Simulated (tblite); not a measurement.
Compound: C₁₅H₁₀S.
SMILES with atom numbers: `[CH:1]#[C:2][c:3]1[cH:4][cH:5][c:6]([C:7](=[S:8])[c:9]2[cH:10][cH:11][cH:12][cH:13][cH:14]2)[cH:15][cH:16]1` (hydrogens: H17 on C1; H18 on C4; H19 on C5; H20 on C10; H21 on C11; H22 on C12; H23 on C13; H24 on C14; H25 on C15; H26 on C16)

Cartesian coordinates in Å at the GFN2-xTB level; atoms count from 1:
```xyz
26
C15H10S angstrom
C     -5.6671    0.3476    1.1689
C     -4.5523    0.1916    0.7502
C     -3.2425    0.0028    0.2535
C     -2.1796   -0.2175    1.1326
C     -0.9028   -0.3968    0.6475
C     -0.6540   -0.3727   -0.7301
C      0.6834   -0.6093   -1.2508
S      0.8875   -1.3327   -2.7153
C      1.8468   -0.2071   -0.4688
C      3.0288   -0.9471   -0.5369
C      4.1428   -0.5582    0.1784
C      4.1033    0.5871    0.9584
C      2.9424    1.3417    1.0179
C      1.8188    0.9490    0.3165
C     -1.7277   -0.1705   -1.6035
C     -3.0021    0.0251   -1.1228
H     -6.6396    0.4847    1.5378
H     -2.3673   -0.2491    2.1959
H     -0.0903   -0.5907    1.3326
H      3.0506   -1.8359   -1.1499
H      5.0470   -1.1459    0.1264
H      4.9769    0.8931    1.5146
H      2.9132    2.2423    1.6136
H      0.9246    1.5549    0.3460
H     -1.5382   -0.1583   -2.6667
H     -3.8237    0.1943   -1.8031
```

Level: GFN2-xTB in tblite, geometry and Hessian alike; calculated harmonic values, unscaled, isolated species. The method is semi-empirical: single wavenumbers can be off by several per cent or more. One conformer, not necessarily the lowest.

Harmonic wavenumbers (cm⁻¹): 35.4, 49.1, 64.1, 81.6, 119.0, 133.9, 191.4, 216.0, 255.6, 278.8, 358.4, 364.9, 375.7, 378.4, 453.2, 460.4, 499.8, 515.3, 580.0, 592.1, 607.0, 641.1, 648.4, 667.0, 672.6, 700.4, 758.3, 784.0, 821.0, 866.3, 875.4, 905.5, 912.0, 919.5, 926.0, 931.1, 934.7, 982.1, 1017.7, 1077.7, 1084.5, 1124.0, 1138.1, 1180.5, 1185.6, 1195.5, 1222.4, 1249.6, 1264.3, 1279.1, 1302.9, 1317.2, 1323.2, 1401.2, 1428.2, 1460.9, 1470.1, 1539.1, 1571.5, 1582.2, 1590.4, 2251.4, 3074.9, 3079.2, 3080.9, 3084.0, 3085.6, 3091.1, 3091.5, 3094.3, 3097.6, 3395.6.

A = 1012, B = 265.3, C = 219.4 MHz; mass 222.050 u (most abundant isotopes); point group C1, symmetry number 1.

Problem. What is the zero-point energy?

Solution. Half the sum of the wavenumbers: 41994 cm⁻¹ = 502.36 kJ/mol.

Problem. What is S at 500 K and 1 bar for an ideal gas of classical rigid rotors and harmonic oscillators?

Solution. Translation 186.99, rotation 144.38, vibration 321.63: S = 653.0 J/(mol K).

Problem. And Cp and H(500 K) − H(0)?

Solution. Cp = 352.76 J/(mol K), of which vibrations give 319.51 (their classical limit is 72 R = 598.6); H(500 K) − H(0) = 99.18 kJ/mol without the zero-point energy, 82.55 from vibrations.

Problem. How do the functions run with temperature in this model?

Solution. 
```
 T (K)  S (J/(mol K))  Cp (J/(mol K))  H − H(0) (kJ/mol)  G − H(0) (kJ/mol)  ln q(vib)
    50          279.1            68.0               2.44             -11.52       1.06
   100          335.6            98.3               6.60             -26.96       3.01
298.15          502.0           233.9              39.18            -110.48      10.78
373.15          559.9           283.5              58.62            -150.32      13.77
   750          814.7           442.4             199.61            -411.38      28.49
  1000          949.9           496.3             317.47            -632.44      37.44
```

q(vib) and H(0) count from the zero-point level.

Problem. Which modes carry the vibrational entropy at 500 K?

Solution. 35.4 cm⁻¹: 27.31; 49.1 cm⁻¹: 24.59; 64.1 cm⁻¹: 22.38; 81.6 cm⁻¹: 20.38; 119.0 cm⁻¹: 17.27; 133.9 cm⁻¹: 16.30 J/(mol K); the other 66 give 193.41 together.

Hindered rotation and anharmonicity are outside this model. Other conformers, if any are populated, would add a mixing term that is left out. The structure is chiral; the term R ln 2 for an equal mix with its mirror image is left out.
